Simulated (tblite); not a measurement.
Species: C₇H₁₃PS.
SMILES with atom numbers: `[CH2:1]=[CH:2][C@@H:3]1[CH2:4][CH2:5][C@H:6]([CH3:7])[P@H:8]1=[S:9]` (hydrogens: H10, H11 on C1; H12 on C2; H13 on C3; H14, H15 on C4; H16, H17 on C5; H18 on C6; H19, H20, H21 on C7; H22 on P8)

Computed with GFN2-xTB (tblite), gas phase: L-BFGS steps from a force-field or distance-geometry start until the largest atomic force falls under 0.01 eV/Å.

Step 10: E = -745.2320 eV
```
atom  x, y, z in Å  |  force x, y, z in eV/Å
C1      2.9331   -0.8527    0.0577    0.037  -0.060   0.001
C2      2.5105    0.3909   -0.0651    0.014   0.025  -0.028
C3      1.0665    0.7716   -0.1663    0.015   0.006   0.012
C4      0.3502    0.8758    1.1927    0.007  -0.022   0.018
C5     -1.1451    0.5018    1.0622    0.020  -0.014   0.026
C6     -1.5150    0.2177   -0.3958   -0.026   0.029   0.024
C7     -2.6755   -0.7525   -0.5616    0.012  -0.002  -0.015
P8      0.0452   -0.3935   -1.1697   -0.064   0.079   0.090
S9      0.2160   -0.3630   -3.0857    0.032  -0.067  -0.082
H10     2.2499   -1.6871    0.0859    0.016  -0.015   0.001
H11     3.9772   -1.1000    0.1291    0.034   0.030   0.017
H12     3.2247    1.2026   -0.0940   -0.024   0.038   0.010
H13     0.9816    1.7196   -0.7178   -0.010   0.040   0.030
H14     0.8355    0.1899    1.8877    0.011  -0.024   0.031
H15     0.4659    1.8796    1.6034    0.002   0.021  -0.065
H16    -1.7804    1.2859    1.4762    0.013   0.040  -0.065
H17    -1.3394   -0.3986    1.6470    0.012  -0.037   0.010
H18    -1.7350    1.1490   -0.9366   -0.041   0.035   0.043
H19    -3.6207   -0.2889   -0.2845    0.027   0.012   0.013
H20    -2.7395   -1.0754   -1.6002   -0.023   0.005  -0.026
H21    -2.5271   -1.6315    0.0648    0.004  -0.020  -0.039
H22     0.2110   -1.6216   -0.5309   -0.067  -0.099  -0.004
```

Step 11: E = -745.2336 eV
```
atom  x, y, z in Å  |  force x, y, z in eV/Å
C1      2.9345   -0.8539    0.0578    0.001   0.048  -0.010
C2      2.5109    0.3907   -0.0662    0.029  -0.055  -0.011
C3      1.0672    0.7714   -0.1662    0.005   0.016   0.012
C4      0.3506    0.8744    1.1924    0.021  -0.005   0.033
C5     -1.1441    0.5006    1.0616   -0.005  -0.003   0.042
C6     -1.5164    0.2183   -0.3959   -0.013   0.032   0.034
C7     -2.6754   -0.7536   -0.5618    0.005   0.014  -0.019
P8      0.0430   -0.3901   -1.1674   -0.018  -0.013  -0.014
S9      0.2170   -0.3662   -3.0846    0.024  -0.054  -0.045
H10     2.2506   -1.6871    0.0860    0.012  -0.029   0.000
H11     3.9786   -1.0990    0.1297    0.042   0.019   0.017
H12     3.2232    1.2036   -0.0935   -0.006   0.041   0.005
H13     0.9808    1.7204   -0.7165   -0.002   0.031   0.034
H14     0.8358    0.1909    1.8896    0.012  -0.034   0.022
H15     0.4668    1.8785    1.6012   -0.006   0.034  -0.053
H16    -1.7795    1.2852    1.4734    0.007   0.055  -0.044
H17    -1.3394   -0.3982    1.6483    0.012  -0.044   0.002
H18    -1.7357    1.1509   -0.9352   -0.053   0.025   0.046
H19    -3.6194   -0.2882   -0.2843    0.016   0.000   0.016
H20    -2.7401   -1.0744   -1.6011   -0.021   0.000  -0.019
H21    -2.5270   -1.6332    0.0641    0.005  -0.006  -0.049
H22     0.2075   -1.6218   -0.5329   -0.068  -0.072   0.002
```

Step 12: E = -745.2350 eV
```
atom  x, y, z in Å  |  force x, y, z in eV/Å
C1      2.9360   -0.8547    0.0578   -0.017   0.106  -0.016
C2      2.5117    0.3903   -0.0673    0.027  -0.084   0.005
C3      1.0680    0.7714   -0.1657   -0.006   0.008   0.004
C4      0.3513    0.8731    1.1929    0.026   0.007   0.032
C5     -1.1434    0.4996    1.0621   -0.019   0.006   0.040
C6     -1.5178    0.2194   -0.3952    0.006   0.022   0.024
C7     -2.6751   -0.7541   -0.5624   -0.003   0.024  -0.019
P8      0.0407   -0.3874   -1.1664    0.026  -0.092  -0.090
S9      0.2184   -0.3704   -3.0849    0.013  -0.042   0.007
H10     2.2517   -1.6875    0.0860    0.018  -0.029  -0.002
H11     3.9807   -1.0976    0.1306    0.037   0.012   0.016
H12     3.2218    1.2052   -0.0930    0.005   0.030   0.001
H13     0.9800    1.7217   -0.7148    0.006   0.017   0.040
H14     0.8365    0.1911    1.8921    0.010  -0.030   0.011
H15     0.4678    1.8784    1.5983   -0.011   0.036  -0.035
H16    -1.7787    1.2858    1.4701    0.006   0.056  -0.016
H17    -1.3393   -0.3988    1.6496    0.009  -0.035  -0.005
H18    -1.7373    1.1531   -0.9330   -0.059   0.019   0.050
H19    -3.6180   -0.2876   -0.2837    0.001  -0.008   0.018
H20    -2.7412   -1.0735   -1.6023   -0.016   0.003  -0.011
H21    -2.5270   -1.6348    0.0624    0.008   0.004  -0.053
H22     0.2027   -1.6233   -0.5346   -0.069  -0.030  -0.001
```

Step 13: E = -745.2367 eV
```
atom  x, y, z in Å  |  force x, y, z in eV/Å
C1      2.9381   -0.8551    0.0576   -0.019   0.113  -0.015
C2      2.5129    0.3897   -0.0687    0.009  -0.062   0.019
C3      1.0687    0.7712   -0.1651   -0.017  -0.015  -0.009
C4      0.3526    0.8716    1.1943    0.019   0.014   0.016
C5     -1.1427    0.4985    1.0636   -0.022   0.014   0.020
C6     -1.5191    0.2210   -0.3940    0.028   0.002   0.000
C7     -2.6748   -0.7542   -0.5635   -0.008   0.029  -0.013
P8      0.0385   -0.3857   -1.1669    0.057  -0.136  -0.116
S9      0.2204   -0.3763   -3.0865    0.002  -0.029   0.052
H10     2.2535   -1.6884    0.0860    0.033  -0.015  -0.006
H11     3.9837   -1.0957    0.1319    0.019   0.007   0.012
H12     3.2201    1.2076   -0.0923    0.010   0.008  -0.004
H13     0.9791    1.7233   -0.7120    0.013  -0.004   0.044
H14     0.8377    0.1910    1.8956    0.005  -0.015  -0.006
H15     0.4689    1.8791    1.5944   -0.014   0.026  -0.012
H16    -1.7779    1.2875    1.4660    0.011   0.043   0.019
H17    -1.3391   -0.4001    1.6514    0.004  -0.011  -0.012
H18    -1.7403    1.1558   -0.9295   -0.057   0.011   0.054
H19    -3.6165   -0.2873   -0.2826   -0.017  -0.014   0.018
H20    -2.7428   -1.0723   -1.6040   -0.008   0.014  -0.002
H21    -2.5268   -1.6366    0.0593    0.013   0.011  -0.051
H22     0.1954   -1.6252   -0.5365   -0.063   0.009  -0.007
```

Task: Estimate the geometry and energy of step 14. (The exact step hangs on the optimiser's Hessian estimate; all steps are aligned on step 13, rigid shifts and turns removed.)

Result: E = -745.2382 eV, largest force 0.152 eV/Å
```
atom  x, y, z in Å  |  force x, y, z in eV/Å
C1      2.9403   -0.8546    0.0573   -0.005   0.070  -0.008
C2      2.5139    0.3891   -0.0698   -0.015  -0.008   0.026
C3      1.0691    0.7704   -0.1647   -0.022  -0.039  -0.017
C4      0.3541    0.8704    1.1961    0.001   0.013  -0.009
C5     -1.1422    0.4977    1.0655   -0.012   0.018  -0.011
C6     -1.5197    0.2225   -0.3929    0.040  -0.017  -0.026
C7     -2.6747   -0.7537   -0.5648   -0.009   0.027  -0.005
P8      0.0372   -0.3860   -1.1690    0.059  -0.117  -0.078
S9      0.2227   -0.3828   -3.0884   -0.003  -0.020   0.060
H10     2.2562   -1.6893    0.0859    0.048   0.005  -0.010
H11     3.9868   -1.0936    0.1335   -0.004   0.008   0.006
H12     3.2186    1.2101   -0.0917    0.010  -0.015  -0.006
H13     0.9785    1.7246   -0.7086    0.016  -0.026   0.040
H14     0.8391    0.1906    1.8992   -0.001   0.006  -0.022
H15     0.4699    1.8804    1.5905   -0.014   0.008   0.009
H16    -1.7770    1.2901    1.4624    0.019   0.019   0.048
H17    -1.3390   -0.4016    1.6531   -0.002   0.018  -0.018
H18    -1.7443    1.1585   -0.9251   -0.044   0.003   0.052
H19    -3.6155   -0.2874   -0.2810   -0.029  -0.015   0.016
H20    -2.7445   -1.0708   -1.6057   -0.002   0.029   0.002
H21    -2.5265   -1.6380    0.0550    0.019   0.012  -0.043
H22     0.1868   -1.6270   -0.5384   -0.050   0.021  -0.006
```

The energy changes by -0.0015 eV. The first-order estimate −F·Δx gives -0.0022 eV and the mean of the old and new forces, exact on a quadratic surface, -0.0015 eV. The step makes an angle of 66° with the force vector and moves no atom by more than 0.009 Å.
